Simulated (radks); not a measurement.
Species: Cu+. Configuration: [Ar] 3d10.

All-electron calculation, Dirac Kohn-Sham, PBE, spin-unpolarised, spherical densities, point nucleus. Program: a radial shooting solver on a logarithmic mesh with Libxc functionals.

Energy parts (eV):
total: -45024.020
kinetic: 45804.563
electron-nucleus: -108292.169
Hartree: 19298.603
exchange-correlation: -1835.016

Orbitals (lengths in bohr, moments of r in powers of bohr; r(90%) holds 90 % of the orbital's charge):
orbital  occ.  eigenvalue (eV)  r(90%)     <r^2>      <r>
1s1/2       2        -8857.553  0.0931  0.003656  0.05213
2s1/2       2        -1070.481   0.364   0.06520   0.2350
2p1/2       2        -938.7894   0.334   0.05122   0.2041
2p3/2       4        -918.2905   0.339   0.05277   0.2074
3s1/2       2        -123.2898    1.07    0.5876   0.7126
3p1/2       2         -82.5038    1.15    0.6542   0.7432
3p3/2       4         -79.9320    1.17    0.6735   0.7541
3d3/2       4         -13.8228    1.82     1.405    1.009
3d5/2       6         -13.5499    1.84     1.435    1.019

The highest occupied level is 3d5/2 at -13.550 eV. The density falls to 0.001 e/bohr^3 at r = 3.32 bohr. Summed over all electrons, <r^2> = 19.86 bohr^2, which gives a Langevin (diamagnetic) susceptibility term of -15.7 x 10^-6 cm^3/mol. For comparison, the ionisation energy in NIST's Atomic Spectra Database is 20.292 eV (measured). In exact Kohn-Sham theory the highest level is minus the ionisation energy, but local and semilocal functionals leave it too shallow, through self-interaction and a potential that decays too fast; potentials with the right tail come closer.
